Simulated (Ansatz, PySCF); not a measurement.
Reaction (SMILES): CC#N [acetonitrile] -> CC#N as triplet, charge 0
Structures are relaxed separately at B3LYP-D3(BJ)/def2-TZVP in Ansatz (a program for electronic structure). A spin state is the lowest found, not a proven ground state.
Geometry of the first species:
```
C
H 1 1.0902
H 1 1.0902 2 108.78
H 1 1.0902 2 108.78 3 118.36
C 1 1.4544 2 110.15 3 -120.82
N 5 1.1493 3 150.78 1 180.00
```
Charge 0, spin multiplicity 1.

Quantity: adiabatic triplet-singlet gap (0 K, with B3LYP-D3(BJ) harmonic zero-point energies from PySCF), in kJ/mol. Correlated levels leave the core frozen unless marked. UHF or UKS for open shells. Spin-orbit coupling is left out. Non-relativistic unless marked X2C. Basis-set limits of correlation are two-point, X^-3; Hartree-Fock from the larger set. [CCSD(T)-MP2]/basis is that difference in the basis named.

```json
[
 {"level": "r2SCAN/def2-TZVPD", "program": "Ansatz", "adiabatic triplet-singlet gap (kJ/mol)": "408.4"},
 {"level": "BHLYP-D4/def2-TZVPD", "program": "Ansatz + dftd4", "adiabatic triplet-singlet gap (kJ/mol)": "(withheld)"},
 {"level": "CAM-B3LYP/def2-TZVPD", "program": "Ansatz", "adiabatic triplet-singlet gap (kJ/mol)": "435.8"},
 {"level": "X2C-CCSD(T)/cc-pVTZ-DK", "program": "Ansatz", "adiabatic triplet-singlet gap (kJ/mol)": "446.6"},
 {"level": "RI-MP2/CBS(aug-cc-pVTZ,aug-cc-pVQZ)+[CCSD(T)-MP2]/aug-cc-pVTZ", "program": "Ansatz", "adiabatic triplet-singlet gap (kJ/mol)": "(withheld)"}
]
```

### Question
Fill in the missing entries.

### Answer

- BHLYP-D4/def2-TZVPD, adiabatic triplet-singlet gap (kJ/mol): 419.3
- RI-MP2/CBS(aug-cc-pVTZ,aug-cc-pVQZ)+[CCSD(T)-MP2]/aug-cc-pVTZ, adiabatic triplet-singlet gap (kJ/mol): 453.2
